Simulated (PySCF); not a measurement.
Species: C₄H₉O, net charge 1, singlet state. It need not be the lowest isomer of its formula. 
Geometry from a B3LYP-D3(BJ)/def2-TZVP (Ansatz) optimisation:
```
C
H 1 1.1068
H 1 1.1068 2 100.76
C 1 1.4434 2 104.81 3 -108.62
O 4 1.2668 1 120.77 2 -127.18
H 5 0.9777 4 115.09 1 180.00
H 4 1.0922 5 118.33 6 0.00
C 1 1.5251 2 113.11 3 121.03
H 8 1.0920 1 109.08 2 65.03
H 8 1.0920 9 106.71 1 -117.70
C 8 1.5262 9 110.30 10 -119.81
H 11 1.0887 8 110.14 9 58.81
H 11 1.0914 12 107.76 8 -121.72
H 11 1.0914 12 107.76 13 -116.56
```
Charge +1, spin multiplicity 1.

Dispersion corrections to the total energy (kcal/mol) from the dftd3 and dftd4 libraries through PySCF: D3(BJ) without and D4 with the three-body term, each with the damping fitted for the functional named.

| functional | D3(BJ) | D4 |
|---|---|---|
| r2SCAN | (withheld) | -1.19 |
| PW6B95 | -2.60 | (withheld) |
| HSE06 | -3.53 | -3.51 |
| LC-wPBE | -5.18 | (withheld) |
| revPBE | -15.33 | -16.26 |
| PBE | -5.89 | -4.57 |
| HF | -45.79 | -17.68 |

**Question.** Complete the blanks.

**Answer.** 
- r2SCAN, D3(BJ): -1.66
- PW6B95, D4: -3.92
- LC-wPBE, D4: -5.01
